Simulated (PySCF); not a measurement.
An unknown is described by computed data only.

Formula: C6H8O4.

| Property | Result |
| --- | --- |
| UV, strongest line | among the 10 lowest singlet transitions: S10 at 8.34 eV (149 nm, f = 0.119) [TDDFT CAM-B3LYP/def2-SVPD] |
| 1H NMR | chemical shifts (computed TMS as zero) by class: 4.83 (1 H), 3.69 (3 H), 0.91 (2 H), 0.77 (2 H) ppm [GIAO KT3/pcSseg-1] |
| 13C NMR | chemical shifts (computed TMS as zero) by class: 149.2 (1 C), 148.0 (1 C), 52.2 (1 C), 48.7 (1 C), 8.1 (2 C) ppm [GIAO KT3/pcSseg-1] |
| Valence photoelectron | vertical ionisation energy: 10.26 eV [ΔSCF CAM-B3LYP/def2-SVPD] |
| Triplet | lowest triplet excitation (Tamm–Dancoff): 3.94 eV [TDA CAM-B3LYP/def2-SVPD] |
| Rotational structure | rotational constants A, B, C: 3.928, 0.655, 0.590 GHz [PBE0-D3(BJ)/def2-SVP] |
| NMR, other nuclei | isotropic shieldings of nuclei other than C and H, by class: -74 (1 O), -59 (1 O), 102 (1 O), 135 (1 O) ppm [GIAO KT3/pcSseg-1] |
| UV, first state | lowest singlet excitation: 4.45 eV (279 nm, f = 0.000) [TDDFT CAM-B3LYP/def2-SVPD] |
| Dipole | 0.36 D [CAM-B3LYP/def2-SVPD] |

The electronic properties come from PySCF, for the isolated species, density fitting. Levels stand in brackets. Geometry: PBE0-D3(BJ)/def2-SVP, one conformer, isolated molecule. NMR classes are plain means over equivalent atoms (diastereotopic ones count apart unless rotation or inversion swaps them), as if these changed places fast.

Problem. What is the compound? Reason from the data.

Solution. Numbering: `[CH3:1][O:2][C:3](=[O:4])[C:5](=[O:6])[O:7][CH:8]1[CH2:9][CH2:10]1`. Its formula, C6H8O4, gives 3 degrees of unsaturation: 1 ring and 2 π bonds in the structure found. 6 carbons fall into 5 classes; from least to most shielded: ester carbonyl carbon [C3] (149.2 ppm), ester carbonyl carbon [C5] (148.0 ppm), methoxy carbon [C1] (52.2 ppm), ring sp3 carbon bound to oxygen [C8] (48.7 ppm), three-membered-ring carbon [C9/C10] (8.1 ppm, 2 C). Hydrogen classes from least to most shielded: 1 H on an sp3 carbon bound to oxygen, C8 (4.83 ppm), 3 H on a methoxy carbon, C1 (3.69 ppm), 2 H on 2 three-membered-ring carbons, C9/C10 (0.91 ppm), 2 H on 2 three-membered-ring carbons, C9/C10 (0.77 ppm). The other shieldings belong to: -74 ppm, ester carbonyl oxygen [O4]; -59 ppm, ester carbonyl oxygen [O6]; 102 ppm, ester single-bonded oxygen [O7]; 135 ppm, ester single-bonded oxygen [O2]. S1 is mainly HOMO→LUMO (weight 0.79); the largest Löwdin shares of the orbital it empties are 0.30 on an ester carbonyl oxygen, 0.27 on an ester carbonyl oxygen, 0.10 on an ester single-bonded oxygen and 0.06 on an ester carbonyl carbon, of the orbital it fills 0.21 on each of 2 atoms of one kind (ester carbonyl carbon), 0.19 on an ester carbonyl oxygen and 0.18 on an ester carbonyl oxygen. The optimised geometry has point group C1 and is an asymmetric top. Structure: `COC(=O)C(=O)OC1CC1`. Computed isomers that give other values at the same levels: `C[C@@H]1OC(=O)[C@@H](C)OC1=O` (lowest singlet excitation: 5.61 eV (221 nm, f = 0.001)). The assignments are read from this structure; whether some other isomer fits the data as well wasn't checked.

The values belong to the conformer `[CH3:1][O:2][C:3](=[O:4])[C:5](=[O:6])[O:7][CH:8]1[CH2:9][CH2:10]1`: C1–O2–C3–O4 0°, O2–C3–C5–O6 -2°, C3–C5–O7–C8 179°, C5–O7–C8–C9 -130°.
